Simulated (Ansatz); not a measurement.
Consider the ligand exchange at the Si–F bond: `O[Si](F)(Cl)Cl` + NH₃ → `N[Si](O)(Cl)Cl` + H–F.

Isolated molecules relaxed with PBE0-D4/def2-TZVP in Ansatz; ΔE leaves out vibrations. CCSD(T)/CBS is the MP2 limit (def2-TZVPP, def2-QZVPP) plus CCSD(T) − MP2 in def2-TZVPP, frozen cores. This one scheme is used for every species. Functionals use def2-TZVPP. B3LYP here is the variant with VWN-RPA as its local correlation; programs differ in this. Each species was taken in one conformer, which may not be the lowest.

```json
{"level": "B3LYP-D4", "ΔE (eV)": "0.79"}
{"level": "ωB97X-V", "ΔE (eV)": "0.80"}
{"level": "HF/def2-TZVPP", "ΔE (eV)": "0.91"}
{"level": "HF/CBS(def2)", "ΔE (eV)": "0.93"}
```

**Question.** What does CCSD(T)/CBS give? (Estimate.)

**Answer.** The calculation gave: +0.76 eV. The listed levels differ from it by 0.03, 0.04, 0.15, 0.17 eV.

Largest T1 diagnostic among the species: 0.010.

In def2-TZVPP, CCSD(T) changes the Hartree–Fock value by −0.13 eV (the triples alone add −0.02 eV) and MP2 by −0.17 eV. The D4 term adds −0.07 eV with B3LYP and −0.04 eV with PBE0; it sums over pairs of atoms, weighted by their polarisabilities, and B3LYP, whose exchange is more repulsive, gets the larger term.
